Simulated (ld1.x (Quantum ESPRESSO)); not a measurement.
## An all-electron radial function and its pseudo partner (bismuth (Bi))

Columns: radius, all-electron u(r) and pseudo u(r) of the 6s shell (level -14.76 eV) of bismuth in the configuration [Xe] 4f14 5d10 6s2 6p3; LDA (PZ), scalar-relativistic, ultrasoft scheme, ld1.x (Quantum ESPRESSO) 7.5.

```tsv
r (bohr)	all-electron	pseudo
0.120	0.1845	-0.0867
0.240	-0.1862	-0.1723
0.360	-0.1843	-0.2559
0.480	0.1485	-0.3365
0.600	0.3714	-0.4130
0.720	0.3852	-0.4847
0.840	0.2488	-0.5507
0.960	0.0431	-0.6103
1.080	-0.1731	-0.6627
1.200	-0.3668	-0.7074
1.320	-0.5236	-0.7440
1.440	-0.6406	-0.7719
1.560	-0.7204	-0.7910
1.680	-0.7681	-0.8010
1.800	-0.7895	-0.8018
1.920	-0.7905	-0.7935
2.040	-0.7759	-0.7761
2.160	-0.7500	-0.7500
2.280	-0.7161	-0.7161
2.400	-0.6772	-0.6772
2.520	-0.6352	-0.6352
2.640	-0.5919	-0.5919
2.760	-0.5484	-0.5484
2.880	-0.5058	-0.5058
3.000	-0.4645	-0.4645
3.120	-0.4252	-0.4252
```

Question: How many radial nodes do the two functions have?

Answer: The all-electron 6s function has n − l − 1 = 5 (the table is too coarse to show those close to the nucleus); the pseudo-wave has 0, since the states of the same l below it are removed with the core.

Question: At about which radius was the pseudo-wave matched?

Answer: 2.15 bohr, where the columns begin to agree (steps of 0.12 bohr).

Question: Is the pseudo-wave norm-conserving?

Answer: No, it belongs to an ultrasoft set: the norm inside the radius is not constrained, and the difference is carried by the augmentation charge.
